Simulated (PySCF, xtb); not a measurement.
BCl2, SMILES [B](Cl)Cl (connectivity only; charge and spin as stated), charge +1, multiplicity 1.

GFN2-xTB (xtb) at its own geometry gives an orbital gap of 5.47 eV.

Coordinates come from a PBE-D3(BJ)/def2-TZVP optimisation. The multiplicity is an assumed one; other spin states were not compared. The isomer is the one that the SMILES or the coordinates give; other isomers of the formula were not compared.

**Question.** What does M06-2X/def2-TZVPD (PySCF) give? (An estimate is asked for; the answer gives what the named calculation found.)

**Answer.** gap 10.89 eV (levels -18.30 and -7.41 eV).
